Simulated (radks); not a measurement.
Results of a calculation; reference values are marked as such.
The nuclear charge of the tantalum ion Ta2+ is varied continuously with 71 electrons held in [Xe] 4f14 5d3. Level of theory: Dirac Kohn-Sham, BLYP, spin-unpolarised, spherical densities, finite nucleus; open shells fill j = l - 1/2 first; Fermi nuclear charge, rms radius 5.3507 fm (a radial shooting solver on a logarithmic mesh with Libxc functionals). By the Hellmann-Feynman theorem dE/dZ = E(electron-nucleus)/Z, the electronic potential at the nucleus (averaged over a nucleus of fixed radius).

| Z | E (hartree) | E(electron-nucleus)/Z (hartree) | HOMO | e(HOMO) (eV) | <r> HOMO (bohr) |
|---|---|---|---|---|---|
| 72.5 | -15358.5580 | -527.528 | 5d3/2 | -12.913 | 2.143 |
| 73 | -15623.7282 | -533.155 | 5d3/2 | -18.494 | 1.976 |
| 73.5 | -15891.7147 | -538.794 | 5d3/2 | -24.674 | 1.848 |
| 74 | -16162.5246 | -544.449 | 5d3/2 | -31.387 | 1.746 |

The central difference of E at Z = 73 is -533.157 hartree, to compare with the third column; the second derivative is -11.3 hartree.
